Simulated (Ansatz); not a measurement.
# SbHF (SMILES [F][SbH]): the energy, rung by rung

SbHF: 3 atoms, total charge 0, spin state doublet. SMILES: `[F][SbH]`. The shape is that of a PBE0-D4/def2-TZVP optimisation.

```xyz
3

F    -0.8262    1.1003   -0.3412
Sb   -0.3238   -0.7513   -0.2559
H     1.1390   -0.4137    0.5838
```

Each level gives the energy change with the Sb2–H3 bond stretched from 1.720 to 2.150 Å (eV). The values are calculated.

```csv
level,kind,program,value (eV),less FCI/STO-3G,CPU time (all runs)
USVWN5/STO-3G,LDA,Ansatz,1.07,+0.01,2.4 s
U-revPBE/STO-3G,GGA,Ansatz,0.97,-0.09,4.3 s
U-r2SCAN/STO-3G,meta-GGA,Ansatz,1.12,+0.06,14 s
U-r2SCAN0/STO-3G,hybrid meta-GGA,Ansatz,1.27,+0.21,13 s
UB3LYP/STO-3G,global hybrid,Ansatz,1.15,+0.09,5 s
UCAM-B3LYP/STO-3G,range-separated hybrid,Ansatz,1.29,+0.23,5.6 s
RPA@PBE/STO-3G,RPA,Ansatz,1.05,-0.01,4.9 s
UMP2/STO-3G,perturbation theory,Ansatz,1.47,+0.41,2 s
UCCSDT(Q)/STO-3G,coupled cluster or CI,Ansatz,1.05,-0.01,3.1 s
FCI/STO-3G,exact in the basis,Ansatz,1.06,0.00,1.9 s
```

FCI/STO-3G is exact within its basis and frozen core, so for wave-function methods in that basis the difference is their error; functionals converge differently with the basis, so for them it is only a difference. All-electron rows without a relativistic Hamiltonian named are non-relativistic. The first shape isn't each level's own minimum. The values span 0.97 to 1.47 eV. Spin contamination of the reference (⟨S²⟩ at least 0.1 too high) touches UMP2/STO-3G, UCCSDT(Q)/STO-3G. All rows use very small basis sets, so none should be taken for the real molecule's value. In the correlated wave-function rows the outer d shell of Sb is correlated, in sets not made for it. In so small a basis fixed costs decide the times, and correlated methods can beat functionals. CPU times are rough (shared hosts, several kinds of processor and program).
